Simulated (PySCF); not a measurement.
B3LYP on B (boron, neutral), [He] 2s1 2p1 3d1, one real determinant (an excited configuration). All numbers are calculated (PySCF 2.14, the non-relativistic Hamiltonian (point nucleus), in dyall-av3z).

```
cycle= 1 E= -24.2341859150875  delta_E= -0.00259  |g|= 0.00615  |ddm|= 0.0549
cycle= 2 E= -24.2341965453229  delta_E= -1.06e-05  |g|= 0.000403  |ddm|= 0.00554
cycle= 3 E= -24.2341966650078  delta_E= -1.2e-07  |g|= 3.87e-05  |ddm|= 0.000706
cycle= 4 E= -24.2341966667418  delta_E= -1.73e-09  |g|= 3.43e-06  |ddm|= 0.000118
cycle= 5 E= -24.2341966667686  delta_E= -2.68e-11  |g|= 4.02e-07  |ddm|= 1.84e-05
converged SCF energy = -24.2341966667686  <S^2> = 3.7500045  2S+1 = 4.0000022
```

Highest occupied orbital energy: 0.250 eV; ⟨L²⟩ = 8.00; populations by l: s 3.00, p 1.00, d 1.00, f 0.00.

(1) Can this result be used?

## Answers

(1) Not for this state. The calculation finished and met its thresholds. ⟨L²⟩ = 8.00 against 12 for a pure F term, so this real determinant mixes terms. The outer electron is Rydberg-like, and this basis confines it to a smaller radius and binds it less than a complete one would. At B3LYP the highest occupied level has a positive energy, so only the finite basis holds that electron; for this excited configuration the basis is too tight for the outer shell.
